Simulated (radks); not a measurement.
Charge is removed step by step from the 1s1/2 level of neutral hydrogen, starting from 1s1. All-electron calculation, Dirac Kohn-Sham, LDA (Slater exchange, Perdew-Wang correlation), spin-unpolarised, spherical densities, finite nucleus; Gaussian nuclear charge, rms radius 0.8783 fm. Program: a radial shooting solver on a logarithmic mesh with Libxc functionals.

| removed (e) | E - E(0) (eV) | eigenvalue (eV) |
|---|---|---|
| 0 | 0.000 | -6.353 |
| 0.125 | 0.882 | -7.772 |
| 0.25 | 1.946 | -9.254 |
| 0.375 | 3.197 | -10.782 |
| 0.5 | 4.642 | -12.330 |
| 0.625 | 6.279 | -13.856 |
| 0.75 | 8.101 | -15.277 |
| 0.875 | 10.085 | -16.375 |

The mean slope of the eigenvalue, de/dn, is 11.5 eV per electron.
